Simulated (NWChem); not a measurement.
# ZrOClF; SMILES [Zr]([Cl])([F])=[O]

All runs: NWChem. Coordinates come from a PBE0/def2-SVP optimisation. def2 effective core potentials on Zr; no spin-orbit coupling. Level r2SCAN/def2-SVP: energy and gradient on several grids; changes count from the extra-fine grid, which is no exact limit either.

Question: Which is the coarsest grid (xcoarse; fine; medium; xfine; coarse) from which on the energy stays within 50 μHa and each gradient component within 100 μHa/bohr of xfine?

Answer: fine.
```tsv
grid	size of the energy change (μHa)	largest change of a gradient component (μHa/bohr)	time, medium = 1 (rough)
xcoarse	40	7000	about 1
coarse	300	300	about 1
medium	90	90	about 1
fine	10	< 30	about 1
xfine	< 10	< 30	3
```
